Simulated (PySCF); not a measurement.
C₃H₁₂Si₃, charge -1, doublet, geometry from GFN2-xTB (a state made from the parent by changing its charge; the spin is typed, not shown lowest) (in this run its highest filled SCF level lies above zero, so its values depend strongly on the basis, on diffuse functions most of all). Base run: TPSS/3-21G (PySCF).

PySCF was given this input:
```python
from pyscf import gto, scf, dft

mol = gto.Mole()
mol.atom = '''
    C    -0.697437    1.269766   -0.973738
    Si    1.127880    1.478416   -0.408516
    C     1.825189   -0.287184   -0.266491
    Si    0.744436   -1.489288    0.724240
    C    -1.090435   -1.494922    0.246912
    Si   -1.885971    0.229989    0.122184
    H    -0.687885    0.821418   -1.974188
    H    -1.133736    2.265025   -1.110221
    H     2.013091    2.228958   -1.339836
    H     1.095577    2.304448    0.817395
    H     2.003322   -0.670773   -1.274576
    H     2.805548   -0.260010    0.214229
    H     1.357144   -2.792929    1.137107
    H     0.709458   -0.817966    2.104824
    H    -1.618429   -2.092552    0.993233
    H    -1.239512   -2.014050   -0.703555
    H    -2.074598    0.991268    1.375622
    H    -3.262708    0.043566   -0.410837
'''
mol.basis = '3-21g'
mol.charge = -1
mol.spin = 1
mol.verbose = 4
mol.build()

mf = dft.UKS(mol)
mf.xc = 'tpss'
mf.kernel()
mf.analyze()
```

Variants of this job, named by their change:

| change | ΔE vs base (mEh) | SCF cycles | <S^2> | outcome |
|---|---|---|---|---|
| base | 0.000 | 11 | 0.752 | converged |
| solver = newton | 0.000 | - | 0.752 | converged |
| init_guess = sap | 0.000 | 15 | 0.752 | converged |
| conv_tol = 1e-7 | 0.000 | 10 | 0.752 | converged |
| damp = 0.5; diis_start_cycle = 5 | 0.000 | 12 | 0.752 | converged |
| conv_tol = 1e-12 | 0.000 | 16 | 0.752 | converged |
| diis_space = 12 | 0.000 | 11 | 0.752 | converged |
| solver = newton; init_guess = 1e | - | - | - | cut at the time limit |
| init_guess = vsap | 0.000 | 15 | 0.752 | converged |
| level_shift = 0.3 (with mf.max_cycle = 100) | 0.000 | 25 | 0.752 | converged |

Open shells are given as the SCF converged; they aren't shown to be the lowest states, and a large step between rows can be another state.
